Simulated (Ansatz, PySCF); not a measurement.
C3H6FNSi, SMILES F[Si@H]1C=CCN1. Atoms are numbered in the order given.

```xyz
12

F      1.7286     0.0756    -1.2471
Si     0.8895     0.1512     0.1520
C     -0.5340     1.3336     0.0811
C     -1.6665     0.6170     0.1815
C     -1.5469    -0.8671     0.3639
N     -0.1437    -1.1943     0.4183
H      1.9632     0.3408     1.1625
H     -0.5473     2.4167    -0.0584
H     -2.6711     1.0533     0.1329
H     -2.0800    -1.3767    -0.4651
H     -2.0797    -1.1608     1.2906
H      0.1036    -2.1627     0.5623
```
Charge 0, spin multiplicity 1.

Geometry optimised at PBE0-D3(BJ)/def2-SVP. The structure was generated by enumeration; whether it is a known compound was not checked. Other conformers were not sampled.

Two levels are set side by side: PBE-D3(BJ)/def2-SVP (Ansatz, a program for electronic structure) and PBE0-D3(BJ)/def2-SVP (Ansatz). Each level has its own optimised geometry; the coordinates shown are those of the second. Frequencies come from the Hessian of PySCF at each geometry. Differences are taken from unrounded values.

```json
[
 {"quantity": "mean bond length (Å)", "PBE0-D3(BJ)": "1.366", "PBE-D3(BJ)": "1.376", "PBE-D3(BJ) minus PBE0-D3(BJ)": "0.010"},
 {"quantity": "bond F1–Si2 (Å)", "PBE0-D3(BJ)": "1.633", "PBE-D3(BJ)": "1.650", "PBE-D3(BJ) minus PBE0-D3(BJ)": "0.016"},
 {"quantity": "bond Si2–C3 (Å)", "PBE0-D3(BJ)": "1.852", "PBE-D3(BJ)": "1.862", "PBE-D3(BJ) minus PBE0-D3(BJ)": "0.010"},
 {"quantity": "bond Si2–N6 (Å)", "PBE0-D3(BJ)": "1.717", "PBE-D3(BJ)": "1.732", "PBE-D3(BJ) minus PBE0-D3(BJ)": "0.014"},
 {"quantity": "bond C3–C4 (Å)", "PBE0-D3(BJ)": "1.344", "PBE-D3(BJ)": "1.355", "PBE-D3(BJ) minus PBE0-D3(BJ)": "0.011"},
 {"quantity": "bond C4–C5 (Å)", "PBE0-D3(BJ)": "1.500", "PBE-D3(BJ)": "1.507", "PBE-D3(BJ) minus PBE0-D3(BJ)": "0.007"},
 {"quantity": "bond C5–N6 (Å)", "PBE0-D3(BJ)": "1.442", "PBE-D3(BJ)": "1.450", "PBE-D3(BJ) minus PBE0-D3(BJ)": "0.008"},
 {"quantity": "bond Si2–H7 (Å)", "PBE0-D3(BJ)": "1.487", "PBE-D3(BJ)": "1.498", "PBE-D3(BJ) minus PBE0-D3(BJ)": "0.012"},
 {"quantity": "bond C3–H8 (Å)", "PBE0-D3(BJ)": "1.092", "PBE-D3(BJ)": "1.100", "PBE-D3(BJ) minus PBE0-D3(BJ)": "0.008"},
 {"quantity": "bond C4–H9 (Å)", "PBE0-D3(BJ)": "1.096", "PBE-D3(BJ)": "1.104", "PBE-D3(BJ) minus PBE0-D3(BJ)": "0.008"},
 {"quantity": "bond C5–H10 (Å)", "PBE0-D3(BJ)": "1.110", "PBE-D3(BJ)": "1.119", "PBE-D3(BJ) minus PBE0-D3(BJ)": "0.010"},
 {"quantity": "bond C5–H11 (Å)", "PBE0-D3(BJ)": "1.109", "PBE-D3(BJ)": "1.118", "PBE-D3(BJ) minus PBE0-D3(BJ)": "0.010"},
 {"quantity": "bond N6–H12 (Å)", "PBE0-D3(BJ)": "1.010", "PBE-D3(BJ)": "1.018", "PBE-D3(BJ) minus PBE0-D3(BJ)": "0.008"},
 {"quantity": "highest harmonic wavenumber (cm⁻¹)", "PBE0-D3(BJ)": "3701", "PBE-D3(BJ)": "3584", "PBE-D3(BJ) minus PBE0-D3(BJ)": "-117"},
 {"quantity": "mean harmonic wavenumber (cm⁻¹)", "PBE0-D3(BJ)": "1315", "PBE-D3(BJ)": "1267", "PBE-D3(BJ) minus PBE0-D3(BJ)": "-48"},
 {"quantity": "zero-point energy (kcal/mol)", "PBE0-D3(BJ)": "56.39", "PBE-D3(BJ)": "54.34", "PBE-D3(BJ) minus PBE0-D3(BJ)": "-2.05"}
]
```

Exact exchange shortens and stiffens bonds; PBE has none. Differences between two approximate levels are no errors against the true value.
